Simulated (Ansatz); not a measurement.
**Cost against result**

Saddle point of CH$_{7}$NSn, closed shell (CH₇NSn ([CH3][NH2][SnH2]) → CH₅NSn ([CH3][N][SnH2]) + H₂; bonds formed: H2–H5; dative contacts that become bonds: Sn1–N3; bonds broken: H2–N3, N3–H5), PBE0-D4/def2-TZVP structure:

Sn1  (-1.203, -1.423, 0.424)
H2  (1.393, -0.240, 0.436)
N3  (0.382, -0.251, -0.047)
C4  (0.246, 0.854, -0.986)
H5  (1.597, 0.562, 1.076)
H6  (-0.647, -2.485, 1.666)
H7  (-2.440, -0.449, 1.157)
H8  (1.143, 1.474, -0.951)
H9  (-0.615, 1.494, -0.773)
H10  (0.143, 0.463, -2.002)
(Å)

Barriers are electronic and count from the start structure reached by relaxing down the imaginary mode.

Computed with Ansatz 0.2.0 (basis: as named in each row); correlated methods freeze the cores. Filled d shells of the heavier atoms are correlated. Core potentials replace the inner electrons of the atoms past krypton. The def2 sets are not built for correlating such inner shells, so the correlated values are less sure here. B3LYP uses VWN-RPA correlation. Extrapolation: Hartree–Fock as exp(−7.88 √X), correlation as X^−2.97.

Times are rough, for one single point on 4 threads of a shared host (Arm Neoverse V2).

The estimate by CCSD(T) at an estimated basis limit (MP2 extrapolated from triple and quadruple zeta, plus CCSD(T) − MP2 in triple zeta) is 94.87 kcal/mol.

```tsv
method	basis	time (s)	barrier (kcal/mol)	method less estimate
PBE0-D4	def2-SVP	under 1	100.56	5.69
SPW92	def2-SVP	under 1	86.06	-8.80
PBE-D4	def2-SVP	1	87.04	-7.83
SPW92	def2-TZVPP	1	83.99	-10.88
B3LYP-D4	def2-TZVPP	2	95.61	0.75
BHLYP-D4	def2-TZVPP	2	110.29	15.43
PBE0-D4	def2-TZVPP	2	98.08	3.22
CAM-B3LYP-D4	def2-TZVPP	2	104.90	10.04
BLYP-D4	def2-TZVPP	2	85.03	-9.83
PBE-D4	def2-TZVPP	2	85.26	-9.61
r2SCAN0-D4	def2-TZVPP	3	101.48	6.62
wB97M-V	def2-SVP	3	110.56	15.70
CCSD(T)	def2-SVP	3	97.55	2.68
PBE-QIDH	def2-TZVPP	3	103.90	9.04
B2PLYP	def2-TZVPP	4	96.80	1.93
wB97X-V	def2-TZVPP	4	110.02	15.16
r2SCAN-D4	def2-TZVPP	5	90.84	-4.03
wB97M-V	def2-TZVPP	5	108.32	13.46
B97M-V	def2-TZVPP	5	91.09	-3.78
RPA on PBE	def2-TZVPP	7	92.51	-2.36
MP2	def2-QZVPP	20	99.08	4.21
CCSD(T)	def2-TZVPP	66	95.12	0.26
```

All methods are single points on the PBE0-D4 structures.

T1 diagnostic: at most 0.025. The restricted Hartree–Fock reference is unstable towards an unrestricted one at one or more of these structures. A large double-excitation amplitude points to some diradical character; no triplet was computed.

Labels in which every atom is bracketed show which atoms are joined, not bond orders.
